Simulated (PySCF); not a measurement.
**Magnesium: a sound run and one with changed settings**

Sound run: Mg²⁺ [Ne], Mg³⁺ [He] 2s2 2p5. Computed with PySCF 2.14 in aug-cc-pVDZ (5s4p2d, 27 functions), with no relativity, point nucleus. In the sound run the correlated levels freeze [He] 2s2. The sound run starts from symmetry-adapted Hartree-Fock orbitals and uses a fine grid where one is needed.

Changed run: basis STO-3G. This setting is unsound on purpose.

```csv
species,method,sound run (hartree),changed run (hartree),converged
Mg²⁺,UHF,-198.82424,-196.51193,yes
Mg²⁺,B3LYP,-199.23945,-196.86295,yes
Mg²⁺,PBE,-199.09989,-196.72698,yes
Mg²⁺,MP2,-198.82609,-196.52354,yes
Mg²⁺,CCSD(T),-198.82607,-196.52413,yes
Mg³⁺,UHF,-195.84641,-193.66671,yes
Mg³⁺,B3LYP,-196.19896,-193.95559,yes
Mg³⁺,PBE,-196.06973,-193.82734,yes
Mg³⁺,MP2,-195.84685,-193.66971,yes
Mg³⁺,CCSD(T),-195.84687,-193.66995,yes
```

Ionisation energy of Mg²⁺:

```csv
method,sound run (eV),changed run (eV)
UHF,81.031,77.423
B3LYP,82.736,79.113
PBE,82.455,78.903
MP2,81.069,77.657
SCS-MP2,81.067,77.643
CCSD,81.067,77.657
CCSD(T),81.068,77.666
```

A minimal basis cannot let orbitals breathe on ionisation and holds almost no correlation.

For comparison, NIST gives 80.144 eV between the lowest levels.
